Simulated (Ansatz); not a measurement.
Steps of a relaxation of C6H8N2 (`N#CCCCCC#N`) with RKS PBE-D4/def2-SVP.

```sh
$ ansatz run in.yaml --threads 2 --pin off --events-out ev --progress --plain --max-ram 32768MiB --backend cpu
```

```yaml
crystal:
  periodic: [false, false, false]
  atoms:
    - {symbol: N, position_ang: [2.979830, 0.269180, -1.794000]}
    - {symbol: C, position_ang: [2.004180, 0.786100, -1.498610]}
    - {symbol: C, position_ang: [0.757680, 1.402580, -1.121190]}
    - {symbol: C, position_ang: [-0.246550, 0.350740, -0.631950]}
    - {symbol: C, position_ang: [0.248120, -0.353440, 0.630090]}
    - {symbol: C, position_ang: [-0.758480, -1.400950, 1.122640]}
    - {symbol: C, position_ang: [-2.003910, -0.781890, 1.499850]}
    - {symbol: N, position_ang: [-2.980840, -0.266810, 1.794630]}
    - {symbol: H, position_ang: [0.358460, 1.930760, -1.991470]}
    - {symbol: H, position_ang: [0.955360, 2.134940, -0.333110]}
    - {symbol: H, position_ang: [-1.200400, 0.842640, -0.427320]}
    - {symbol: H, position_ang: [-0.408880, -0.385830, -1.423400]}
    - {symbol: H, position_ang: [1.199920, -0.848930, 0.424350]}
    - {symbol: H, position_ang: [0.414840, 0.383840, 1.419980]}
    - {symbol: H, position_ang: [-0.359960, -1.928700, 1.993470]}
    - {symbol: H, position_ang: [-0.959370, -2.134220, 0.336050]}
basis:
  gaussian: {orbitals: def2-SVP}
hamiltonian: {xc: pbe, dispersion: d4}
relax: {f_tol: 0.03, max_steps: 200}
```

Positions (Å) and forces (eV/Å) along the path, 4 of 4 steps:

```xyz
16
step=1 energy=-9312.9621 eV
N     2.980    0.269   -1.794    3.054   -1.648   -0.905
C     2.004    0.786   -1.499   -2.205    1.419    0.617
C     0.758    1.403   -1.121   -0.429   -0.399    0.047
C    -0.247    0.351   -0.632    0.545    0.170    0.425
C     0.248   -0.353    0.630   -0.541   -0.164   -0.426
C    -0.758   -1.401    1.123    0.422    0.393   -0.051
C    -2.004   -0.782    1.500    2.197   -1.413   -0.612
N    -2.981   -0.267    1.795   -3.042    1.641    0.899
H     0.358    1.931   -1.991   -0.196    0.376   -0.373
H     0.955    2.135   -0.333    0.041    0.460    0.341
H    -1.200    0.843   -0.427   -0.516    0.247    0.038
H    -0.409   -0.386   -1.423   -0.162   -0.350   -0.421
H     1.200   -0.849    0.424    0.514   -0.246   -0.038
H     0.415    0.384    1.420    0.161    0.350    0.421
H    -0.360   -1.929    1.993    0.197   -0.376    0.374
H    -0.959   -2.134    0.336   -0.040   -0.460   -0.337
16
step=2 energy=-9313.1373 eV
N     3.059    0.301   -1.840   -0.165    0.070    0.067
C     2.049    0.814   -1.534    0.430   -0.142   -0.150
C     0.779    1.409   -1.146   -0.169   -0.178    0.138
C    -0.231    0.363   -0.634    0.092   -0.060    0.126
C     0.233   -0.366    0.632   -0.090    0.063   -0.127
C    -0.779   -1.408    1.147    0.165    0.176   -0.138
C    -2.048   -0.810    1.535   -0.431    0.133    0.149
N    -3.059   -0.299    1.842    0.166   -0.064   -0.066
H     0.366    1.948   -2.018   -0.074    0.096   -0.111
H     0.970    2.166   -0.362    0.036    0.158    0.097
H    -1.190    0.875   -0.435   -0.153    0.090   -0.002
H    -0.419   -0.375   -1.435   -0.074   -0.098   -0.132
H     1.190   -0.880    0.433    0.153   -0.089    0.002
H     0.423    0.373    1.433    0.073    0.098    0.133
H    -0.367   -1.947    2.019    0.075   -0.096    0.111
H    -0.974   -2.166    0.364   -0.035   -0.157   -0.096
16
step=3 energy=-9313.1456 eV
N     3.070    0.305   -1.836   -0.077    0.034    0.038
C     2.058    0.813   -1.533    0.115   -0.041   -0.055
C     0.778    1.404   -1.144   -0.083   -0.005    0.007
C    -0.237    0.362   -0.632    0.080    0.009    0.045
C     0.238   -0.364    0.631   -0.079   -0.007   -0.046
C    -0.779   -1.403    1.145    0.083    0.006   -0.006
C    -2.058   -0.810    1.534   -0.118    0.033    0.054
N    -3.070   -0.303    1.838    0.079   -0.029   -0.038
H     0.362    1.944   -2.020    0.013    0.013   -0.009
H     0.969    2.172   -0.364    0.004    0.004   -0.004
H    -1.196    0.885   -0.430    0.002    0.002   -0.002
H    -0.440   -0.376   -1.437   -0.008    0.006    0.004
H     1.195   -0.888    0.428   -0.001   -0.002    0.002
H     0.443    0.375    1.435    0.007   -0.006   -0.003
H    -0.363   -1.943    2.021   -0.012   -0.013    0.009
H    -0.972   -2.172    0.365   -0.003   -0.004    0.004
16
step=4 energy=-9313.1463 eV
N     3.073    0.306   -1.832    0.005   -0.006    0.011
C     2.060    0.815   -1.533   -0.007    0.012   -0.016
C     0.778    1.406   -1.147   -0.015   -0.003    0.019
C    -0.236    0.365   -0.630   -0.003   -0.003    0.001
C     0.237   -0.366    0.629    0.003    0.004   -0.001
C    -0.778   -1.405    1.148    0.016    0.005   -0.018
C    -2.060   -0.812    1.534    0.004   -0.018    0.015
N    -3.072   -0.305    1.834   -0.004    0.010   -0.011
H     0.363    1.944   -2.026    0.005   -0.010    0.008
H     0.969    2.178   -0.370    0.002   -0.007   -0.009
H    -1.193    0.891   -0.426    0.007   -0.005   -0.001
H    -0.445   -0.371   -1.436   -0.002    0.009    0.006
H     1.192   -0.893    0.424   -0.007    0.005    0.001
H     0.448    0.370    1.435    0.002   -0.009   -0.006
H    -0.364   -1.944    2.026   -0.005    0.010   -0.008
H    -0.972   -2.177    0.371   -0.002    0.007    0.009
```

It took 13 s on 2 threads of an AMD EPYC 7R13 on a shared host, with 0.24 GiB of host memory at the peak.
